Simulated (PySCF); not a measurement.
Below is a simulated gas-phase Si 2p photoelectron spectrum of `[H]/N=[CH]\[GeH2][GeH2][SiH3]`.

Every computed line was given a Gaussian of 0.6 eV full width at half maximum and an area set by the number of equivalent atoms (split 2:1 within a doublet); the highest printed point is 100. Computed, not measured: delta-SCF UKS SCAN, pcX-2 on the ionised atom, pcseg-1 elsewhere, spin-free X2C (PySCF).

| binding energy (eV) | intensity |
| --- | --- |
| 105.7 | 0 |
| 105.8 | 1 |
| 105.9 | 3 |
| 106.0 | 8 |
| 106.1 | 17 |
| 106.2 | 33 |
| 106.3 | 54 |
| 106.4 | 77 |
| 106.5 | 94 |
| 106.6 | 100 |
| 106.7 | 94 |
| 106.8 | 81 |
| 106.9 | 68 |
| 107.0 | 60 |
| 107.1 | 57 |
| 107.2 | 54 |
| 107.3 | 47 |
| 107.4 | 36 |
| 107.5 | 24 |
| 107.6 | 14 |
| 107.7 | 7 |
| 107.8 | 3 |
| 107.9 | 1 |
| 108.0 | 0 |

Problem. How many maxima does the curve show, and how many computed lines lie under it?

Solution. The curve has 1 maximum (at 106.6 eV). Under it lie 2 lines from 1 inequivalent silicon site, drawn as a 2p3/2, 2p1/2 pair. At this width some lines have no maximum of their own.

Problem. Decompose the envelope and assign each component. Numbering: `[H]/[N:1]=[CH:2]\[GeH2:3][GeH2:4][SiH3:5]`.

Solution. 
```tsv
position (eV)	relative area	line	atoms	environment
106.58	0.67	Si 2p3/2	Si5	SiH3 silicon
107.20	0.33	Si 2p1/2	Si5	SiH3 silicon
```

Problem. What are the centre and the root-mean-square width of the whole band?

Solution. The area-weighted mean of the lines is 106.78 eV. Their own spread about it is 0.29 eV (rms) and each Gaussian has σ = 0.6/2.355 = 0.25 eV; the variances add, which gives 0.39 eV.

Shake-up satellites, vibrational structure and lifetime widths aren't simulated. For 2p shells one spin-free hole was relaxed; a mean-field spin–orbit operator and the ground-state splitting of the three 2p orbitals were then diagonalised within the shell. The shell's mean is (2 × 2p3/2 + 2p1/2)/3, and the degeneracies 2j + 1 give areas of 2:1. 2p1/2 minus 2p3/2 (ligand field included): Si 0.62 eV. One conformer (not necessarily the lowest) at the PBE0-D3(BJ)/def2-SVP geometry, without solvent, vibrations or thermal averaging.

The values belong to the conformer `[H]/[N:1]=[CH:2]\[GeH2:3][GeH2:4][SiH3:5]`: N1–C2–Ge3–Ge4 -111°, C2–Ge3–Ge4–Si5 -177°.
